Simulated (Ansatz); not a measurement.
A calculation with Ansatz (development build ahead of 0.2.0).

```yaml
crystal:
  periodic: [false, false, false]
  atoms:
    - { symbol: H, position_ang: [0.56401, 0.0, 0.0] }
    - { symbol: H, position_ang: [-0.28201, 0.48845, 0.0] }
    - { symbol: H, position_ang: [-0.28201, -0.48845, 0.0] }
basis:
  gaussian: { orbitals: cc-pVTZ }
total_charge: 1
hamiltonian:
  xc: hf
correlation:
  method: mp2
  frozen_orbitals: { H: 0 }
```

The input is written out in the form of the current development build from the run's settings.

The run gave:

```
Converged                       : yes
Reference energy                : -1.29149 hartree
Correlation energy              : -0.03453 hartree
Total energy                    : -1.32602 hartree
Spin squared of the determinant : 0.000
```

Caution: bonds are stretched, where a single reference can fail; stretched shape with no unrestricted run beside it, a lower state can exist.
